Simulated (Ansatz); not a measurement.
# Pulling the pair apart

The pair of K⁺ (SMILES [K+], atom 1) and CH$_{3}$Cl (SMILES CCl, atoms 2–6), both closed shells, in one local arrangement (a lower one may exist), relaxed at PBE0-D4/def2-TZVP:

```tsv
atom	x (Å)	y (Å)	z (Å)
K1	-0.1642	-0.0096	-3.5513
C2	0.0413	-0.0970	0.8383
Cl3	-0.0529	0.9484	-0.6166
H4	-0.8438	-0.7258	0.8605
H5	0.0678	0.5690	1.6957
H6	0.9519	-0.6851	0.7735
```

CH$_{3}$Cl is shifted rigidly along the line between the mean atom positions of the two fragments (negative: closer). Counterpoise interaction energies in kJ/mol. Computed with Ansatz 0.2.0 (basis: def2-TZVPPD); correlated methods freeze the cores. The outer core shell of Li, Na, Mg and K is correlated. The def2 sets are not built for correlating such inner shells, so the correlated values are less sure here. B3LYP uses VWN-RPA correlation.

```
shift (Å)    MP2  PBE0-D4  B3LYP-D4
    -0.31  -34.9    -41.0     -40.5
    -0.15  -42.2    -47.1     -47.2
     0.00  -44.5    -48.7     -49.2
     0.15  -44.0    -47.8     -48.7
     0.37  -41.0    -45.1     -46.9
     0.77  -33.4    -39.5     -43.2
     1.54  -21.8    -25.7     -27.7
     3.09  -11.3    -12.3     -12.6
```

Problem. What does CCSD(T) give at these shifts? (Judge from chemistry; the value comes from the calculation.)

Solution. The calculation gives: -33.0, -40.7, -43.3, -43.0, -40.2, -32.8, -21.5, -11.1 kJ/mol. For zero shift, CCSD(T) at an estimated basis limit (MP2 extrapolated from triple and quadruple zeta, plus CCSD(T) − MP2 in triple zeta) gives -47.7 kJ/mol. These are counterpoise interaction energies, counted from the two frozen fragments.

The T1 diagnostic stays at or below 0.007.

For scale, one of the runs: CCSD(T)/def2-TZVPPD, 175 basis functions, launched by `ansatz run in.yaml --threads 2 --pin off --events-out ev --progress --plain --max-ram 5222MiB`. The run took 37 s on 2 CPU threads of an Arm Neoverse V1 (shared host), with 1.5 GiB of host memory at its peak.
